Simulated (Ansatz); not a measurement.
Basis-set series for C2H6Ge2, SMILES `[GeH3][C]#[C][GeH3]`. Total charge 0; spin multiplicity 1. Geometry: relaxed with PBE0-D4/def2-TZVP.

```json
{"functional": "PBE0-D4", "basis": "def2-TZVPP", "functions": "242", "energy (Eh)": "-4233.15784", "HOMO (eV)": "-7.97", "LUMO (eV)": "-0.20"}
{"functional": "PBE0-D4", "basis": "def2-QZVPP", "functions": "472", "energy (Eh)": "-4233.25196", "HOMO (eV)": "-7.97", "LUMO (eV)": "-0.23"}
{"functional": "ωB97M-V", "basis": "def2-TZVPP", "functions": "242", "energy (Eh)": "-4233.50096", "HOMO (eV)": "-10.17", "LUMO (eV)": "1.78"}
{"functional": "ωB97M-V", "basis": "def2-QZVPP", "functions": "472", "energy (Eh)": "-4233.59253", "HOMO (eV)": "-10.17", "LUMO (eV)": "1.66"}
```

(1) Give the rows for def2-SVP. (Best estimate.)

## Answers

(1) Computed: 
```
functional     basis  functions  energy (Eh)  HOMO (eV)  LUMO (eV)
   PBE0-D4  def2-SVP        122  -4232.54787      -7.94      -0.12
   ωB97M-V  def2-SVP        122  -4232.88783     -10.10       1.92
```

Positive LUMOs are unbound and depend on the basis. Scalar relativity is left out up to krypton.
